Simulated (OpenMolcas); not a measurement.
Computed levels of 4d⁵ in ions with 41 electrons, in cm-1 above ⁶S_5/2.

* Program: OpenMolcas 26.06
* Method: CASSCF
* Basis: ANO-RCC-VTZP
* Scalar Hamiltonian: DKH2, point nucleus
* Spin-orbit coupling: RASSI with atomic mean-field integrals over the reference wave functions, term energies averaged over their components

Active space for each ion: 5 electrons in 10 orbitals (4d 5d).

```json
{"Level": "⁴G_5/2", "Tc2+": "23732", "Rh4+": "29579", "Ag6+": "34450"}
{"Level": "⁴G_7/2", "Tc2+": "23876", "Rh4+": "29920", "Ag6+": "35191"}
{"Level": "⁴G_11/2", "Tc2+": "23968", "Rh4+": "30071", "Ag6+": "35454"}
{"Level": "⁴G_9/2", "Tc2+": "23976", "Rh4+": "30135", "Ag6+": "35624"}
{"Level": "⁴P_5/2", "Tc2+": "26917", "Rh4+": "33184", "Ag6+": "38217"}
{"Level": "⁴P_3/2", "Tc2+": "27184", "Rh4+": "33766", "Ag6+": "39213"}
{"Level": "⁴P_1/2", "Tc2+": "27542", "Rh4+": "34557", "Ag6+": "40617"}
{"Level": "⁴D_7/2", "Tc2+": "29457", "Rh4+": "36825", "Ag6+": "43285"}
{"Level": "⁴D_1/2", "Tc2+": "29790", "Rh4+": "37721", "Ag6+": "45055"}
```

Q: Estimate ⁴G_5/2, ⁴G_7/2 for Ru3+ from its neighbours Tc2+ and Rh4+.

A: ⁴G_5/2 is another term, which grows about linearly with the charge: (23732 + 29579) / 2 = 26656. The calculation gives 26884, so the estimate is off by -0.8 %.
⁴G_7/2 is another term, which grows about linearly with the charge: (23876 + 29920) / 2 = 26898. The calculation gives 27107, so the estimate is off by -0.8 %.

Mixed levels, with the weight of the term that names them: Tc2+ ⁴P_5/2 (75 %), Ru3+ ⁴P_5/2 (69 %), Ru3+ ⁴P_3/2 (74 %), Rh4+ ⁴P_5/2 (65 %), Rh4+ ⁴P_3/2 (70 %), Ag6+ ⁴P_5/2 (56 %), Ag6+ ⁴P_3/2 (63 %).

Without dynamic correlation excited terms often stand tens of per cent too high (terms of higher spin than the ground term too low), and those without a measured partner can miss by more than the paired ones. Active for correlation alone: 5d; no level in the range computed is led by a configuration that fills it, so any true level of that kind is missing. Levels of configurations outside the active space are missing.
